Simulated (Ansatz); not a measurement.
Input (CCSDT(Q)/cc-pVDZ; Ansatz, a first-principles code):

Ansatz 0.2 input:
```yaml
crystal:
  periodic: [false, false, false]
  atoms:
    - {symbol: B, position_ang: [0.21338487, -1.17455942, 0.00086264]}
    - {symbol: C, position_ang: [1.50172120, -1.67209810, 0.70114502]}
    - {symbol: H, position_ang: [1.24247250, -2.38574128, 1.48989452]}
    - {symbol: H, position_ang: [2.11927670, -0.88387499, 1.14504681]}
    - {symbol: H, position_ang: [2.11980771, -2.22745665, -0.01171416]}
    - {symbol: Se, position_ang: [-0.40930441, 0.61999809, -0.17378762]}
    - {symbol: H, position_ang: [-1.64245852, 0.32252366, -0.92563140]}
basis:
  gaussian:
    orbitals: cc-pVDZ
magnetization: {spin_polarized: true, initial_magnetization: 1}
correlation: {method: ccsdt_q, electrons: outside_noble_gas}
```

Output:

```
Functional definition: HF
integrals: 0.14 GiB planned
1477 factors; integrals over basis functions are off by at most 2.3e-7 eV
mean field: 0.50 GiB planned
mean field evaluation 1: about -67064.8167 eV, gradient 1.6e1 eV
mean field evaluation 2: about -67064.8766 eV, gradient 1.6e1 eV
mean field evaluation 4: about -67066.9455 eV, gradient 2.3e0 eV
mean field evaluation 8: about -67067.0357 eV, gradient 1.5e-1 eV
mean field evaluation 16: about -67066.5839 eV, gradient 6.0e0 eV
mean field evaluation 32: about -67064.6188 eV, gradient 3.8e-2 eV
mean field evaluation 64: about -67062.2085 eV, gradient 2.2e0 eV
mean field evaluation 96: about -67061.7449 eV, gradient 9.9e0 eV
mean field -67067.03641963 eV, -2464.6681287514 hartree, gradient 2.8e-6 eV, S^2 0.756951; 1 other end points of the search recorded, 0 dependent functions left out
determinant -67067.03641963 eV, -2464.6681287514 hartree, with singles and doubles -67076.98499934 eV, -2465.0337323121 hartree
determinant -67064.61886615 eV, -2464.5792852995 hartree, with singles and doubles -67074.67606329 eV, -2464.9488804777 hartree
16 core orbitals not correlated
reference -67067.03641963 eV, -2464.6681287514 hartree; 9, 8 occupied and 50, 51 virtual orbitals, 1477 factors
second order -8.80743985 eV of doubles, -0.00000000 eV of singles
coupled cluster: 3.42 GiB planned
cycle   1  -9.59657011 eV  change   -7.9e-1 eV  update   9.2e-2
cycle   2  -10.07538616 eV  change   -4.8e-1 eV  update   3.9e-2
cycle   3  -10.31214340 eV  change   -2.4e-1 eV  update   2.4e-2
cycle   4  -10.28835832 eV  change    2.4e-2 eV  update   8.7e-3
cycle   5  -10.28538968 eV  change    3.0e-3 eV  update   5.2e-3
cycle   6  -10.28898559 eV  change   -3.6e-3 eV  update   2.1e-3
cycle   7  -10.28909503 eV  change   -1.1e-4 eV  update   1.3e-3
cycle   8  -10.28918877 eV  change   -9.4e-5 eV  update   6.8e-4
cycle   9  -10.28963277 eV  change   -4.4e-4 eV  update   3.3e-4
cycle  10  -10.28931431 eV  change    3.2e-4 eV  update   1.5e-4
cycle  11  -10.28945894 eV  change   -1.4e-4 eV  update   7.4e-5
cycle  12  -10.28949337 eV  change   -3.4e-5 eV  update   3.3e-5
cycle  13  -10.28952192 eV  change   -2.9e-5 eV  update   2.0e-5
cycle  14  -10.28953310 eV  change   -1.1e-5 eV  update   1.1e-5
cycle  15  -10.28952927 eV  change    3.8e-6 eV  update   5.4e-6
cycle  16  -10.28952611 eV  change    3.2e-6 eV  update   2.9e-6
cycle  17  -10.28952651 eV  change   -3.9e-7 eV  update   1.4e-6
perturbative correction -0.01823813 eV, -0.0006702388 hartree
Total energy: -67077.34418427 eV, -2465.0469321149 hartree
```
